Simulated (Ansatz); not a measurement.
Compare A (`C[SiH2]C#N`) with its isomer B (`[SiH3]C1C=N1`).

Program: Ansatz. Geometries: PBE0-D4/def2-TZVP. ΔE: electronic, gas phase. CCSD(T)/CBS adds triple-zeta CCSD(T) − MP2 to the extrapolated MP2 energy (def2 sets, frozen cores). DFT in def2-TZVPP.

Q: Which isomer does CCSD(T)/CBS put lower? Give the gap. (Best estimate.)

A: Ansatz gave: A, by 62.4 kcal/mol.

Q: Give E(B) − E(A) in kcal/mol with r2SCAN-D4, CCSD/def2-TZVPP, MP2/def2-TZVPP, ωB97M-V, PBE-D4, CCSD(T)/def2-TZVPP, HF/def2-TZVPP. (An estimate is asked.)

A: Computed: r2SCAN-D4 59.4, CCSD/def2-TZVPP 64.1, MP2/def2-TZVPP 64.1, ωB97M-V 61.3, PBE-D4 55.6, CCSD(T)/def2-TZVPP 63.0, HF/def2-TZVPP 69.2. None reverses the order clearly.

Q: Does the order hold for the free energy at 298.15 K (harmonic terms from PBE0-D4)? (Best estimate.)

A: Ansatz gave: Yes: G(B) − G(A) = +61.3 kcal/mol.

Largest T1 diagnostic: 0.012.

At CCSD(T), def2-SVP lies −2.4 kcal/mol from the extrapolated value and def2-TZVPP +0.6 kcal/mol. From PBE to PBE0 (25 % exact exchange), in def2-TZVPP and without D4, E(B) − E(A) moves by +1.4 kcal/mol.
